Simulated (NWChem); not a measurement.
System meant: C2H6In cation; SMILES [In+]([CH3])[CH3]

The following NWChem deck was run.

```
start job
memory heap 200 mb stack 900 mb global 1100 mb
charge 1
geometry units angstroms noautoz
  In     0.000000     0.000000     0.000000
  C      0.000000     0.000000     2.125321
  H     -0.282452    -1.013011     2.473079
  H     -0.736067     0.751117     2.473079
  H      1.018520     0.261895     2.473079
  C      0.000000     0.000000    -2.125321
  H      0.751117    -0.736067    -2.473079
  H      0.261895     1.018520    -2.473079
  H     -1.013011    -0.282452    -2.473079
end
basis spherical
  * library def2-svp
end
dft
  xc pbe0
  iterations 150
  mulliken
end
task dft energy
```

End of the output:

```
             Grid Information
             ----------------
          Grid used for XC integration:  medium
          Radial quadrature: Mura-Knowles
          Angular quadrature: Lebedev.
          Tag              B.-S. Rad. Rad. Pts. Rad. Cut. Ang. Pts.
          ---              ---------- --------- --------- ---------
          In                  1.55      123           9.0       590
          C                   0.70       49          12.0       434
          H                   0.35       45          13.0       434
          Grid pruning is: on
          Number of quadrature shells:   217
          Spatial weights used:  Erf1

          Convergence Information
          -----------------------
          Convergence aids based upon iterative change in
          total energy or number of iterations.
          Levelshifting, if invoked, occurs when the
          HOMO/LUMO gap drops below (HL_TOL):  1.00D-02
          DIIS, if invoked, will attempt to extrapolate
          using up to (NFOCK): 10 stored Fock matrices.

                    Damping( 0%)  Levelshifting(0.5)       DIIS
                  --------------- ------------------- ---------------
          dE  on:    start            ASAP                start
          dE off:    2 iters        150 iters           150 iters

      Screening Tolerance Information
      -------------------------------
          Density screening/tol_rho:  1.00D-10
          AO Gaussian exp screening on grid/accAOfunc:  14
          CD Gaussian exp screening on grid/accCDfunc:  20
          XC Gaussian exp screening on grid/accXCfunc:  20
          Schwarz screening/accCoul:  1.00D-08

      Superposition of Atomic Density Guess
      -------------------------------------

      charge =      49.0 In (Indium)

      symmetry species            s     p     d     f
      number of basis functions =10     7     6
      number of cont. functions = 4     4     2
      number of closed shells   = 5     3     2
      number of open shells     = 0     1     0
      open shell occupation     = 0     1     0
 ------------------------------------------------------------------------
 atomscf:atomd: error in atom scf                   0
 ------------------------------------------------------------------------
 ------------------------------------------------------------------------
  current input line :
    23: task dft energy
 ------------------------------------------------------------------------
 ------------------------------------------------------------------------
 This error has not yet been assigned to a category
 ------------------------------------------------------------------------
 For more information see the NWChem manual at https://nwchemgit.github.io

0:atomscf:atomd: error in atom scf:Received an Error in Communication
```

Task: Can this run be used? If not, why, and what is the fix?

Result: The run crashed. Cause: the def2 basis of a heavy element holds valence functions alone and wants its effective core potential (without it all electrons must fit into that basis). This input runs:
```
start job
memory heap 200 mb stack 900 mb global 1100 mb
charge 1
geometry units angstroms noautoz
  In     0.000000     0.000000     0.000000
  C      0.000000     0.000000     2.125321
  H     -0.282452    -1.013011     2.473079
  H     -0.736067     0.751117     2.473079
  H      1.018520     0.261895     2.473079
  C      0.000000     0.000000    -2.125321
  H      0.751117    -0.736067    -2.473079
  H      0.261895     1.018520    -2.473079
  H     -1.013011    -0.282452    -2.473079
end
basis spherical
  * library def2-svp
end
ecp
  In library def2-ecp
end
dft
  xc pbe0
  iterations 150
  mulliken
end
task dft energy
```
It converges to -269.53462 Ha (PBE0/def2-SVP with def2 effective core potentials on In).
